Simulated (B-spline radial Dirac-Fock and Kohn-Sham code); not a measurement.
## X-ray lines that fill the 1s vacancy in Sr⁶⁺

System: the Sr⁶⁺ ion, configuration 1s2 2s2 2p6 3s2 3p6 3d10 4s2 4p2.

The run's input, task.json:

```json
{"items": [{
  "Z": 38,
  "q": 6,
  "cfg": [[1, 0, 2], [2, 0, 2], [2, 1, 6], [3, 0, 2], [3, 1, 6], [3, 2, 10], [4, 0, 2], [4, 1, 2]],
  "A": 88,
  "rrms": 4.224,
  "do": ["binding", "quiet", "decay"],
  "holes": ["K", "L1", "L2", "L3", "M1", "M2", "M3", "M4", "M5", "N1"]
}]}
```

Launch: `python xray_run.py task.json out`

Level of theory: independent-particle rates on relativistic LDA orbitals of the hole state (multipoles up to L = 3, Coulomb Auger matrix elements, transition energies from Dirac-Fock); a radial atomic solver.

```csv
line,multipole,energy (eV),width (meV),share (%)
Kα2,E1,14098.4,643,29.6
Kα1,E1,14165.7,1230,56.9
Kβ3,E1,15827.2,93.4,4.31
Kβ1,E1,15837.9,182,8.41
Kβ5',E2,15976.8,0.500,0.0231
Kβ2'',E1,16103.7,5.24,0.242
Kβ2',E1,16105.3,10.4,0.479
```

The listed lines hold 100.0 % of the radiative rate. The radiative width is 2.17 eV in the length form and 2.23 eV in the velocity form; the two differ because the transition energies are not eigenvalue differences of the potential that gave the orbitals. Kα2/Kα1 is 0.521 and Kβ/Kα is 0.156.

Values without a named source are computed, but for edge energies of neutral atoms, which are taken from tables.
